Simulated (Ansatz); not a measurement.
`C[O][Sn][Cl]` + dimethylamine → `C[N](C)[Sn][Cl]` + CH₃OH at 298.15 K and 1 bar (ligand exchange at the Sn–O bond).

Computed with Ansatz on PBE0-D4/def2-TZVP structures; ΔE is electronic, products minus reactants. CCSD(T)/CBS adds triple-zeta CCSD(T) − MP2 to the extrapolated MP2 energy (def2 sets, frozen cores). This one scheme is used for every species. def2 core potentials past Kr. For Sn outer-core shells are correlated without core-valence functions, which leaves a few kJ/mol of doubt a bond. Each species was taken in one conformer, which may not be the lowest.

| species | CCSD(T)/CBS energy (Eh) | H − E (kJ/mol) | S (J/(mol·K)) |
| --- | --- | --- | --- |
| `C[O][Sn][Cl]` | -788.90874 | 129.6 | 345.0 |
| `CNC` | -135.00321 | 256.9 | 271.4 |
| `C[N](C)[Sn][Cl]` | -808.28811 | 239.1 | 367.7 |
| CH₃OH | -115.61712 | 146.3 | 238.2 |

H − E and S are ideal-gas, rigid-rotor, harmonic terms from PBE0-D4/def2-TZVP, for one conformer and one mirror image of each species. 1 Eh = 2625.50 kJ/mol, R = 8.31446 J/(mol·K).

**Question.** By hand: ΔE, ΔH, ΔS and ΔG.

**Answer.** ΔE = (-808.28811) + (-115.61712) − (-788.90874) − (-135.00321) = 0.00672 Eh = 17.6 kJ/mol. Δ(H − E) = 239.1 + 146.3 − 129.6 − 256.9 = -1.1, so ΔH = 16.5 kJ/mol. ΔS = 367.7 + 238.2 − 345.0 − 271.4 = -10.5 J/(mol·K). ΔG = 16.5 − 298.15 × (-10.5)/1000 = 19.6 kJ/mol.

**Question.** By hand: the equilibrium constant, and the temperature at which ΔG would vanish if ΔH and ΔS stayed fixed.

**Answer.** log₁₀ K = −ΔG/(RT ln 10) = -3.4. ΔH and −TΔS have one sign here, so there is no such temperature.

The number of gas molecules stays the same, so ΔS is small and ΔH decides. A doubt of 5 kJ/mol in ΔE shifts log₁₀ K by 0.9 here. Other conformers and mirror images would add mixing entropy, several J/(mol·K) or more a flexible species. These are equilibria of isolated gas molecules and say nothing of rates. Largest T1 diagnostic: 0.017 (customary marks: 0.02 for closed shells, 0.045 for open ones).

ΔS is within the doubt of such terms, so its sign, and with it that verdict, could turn.
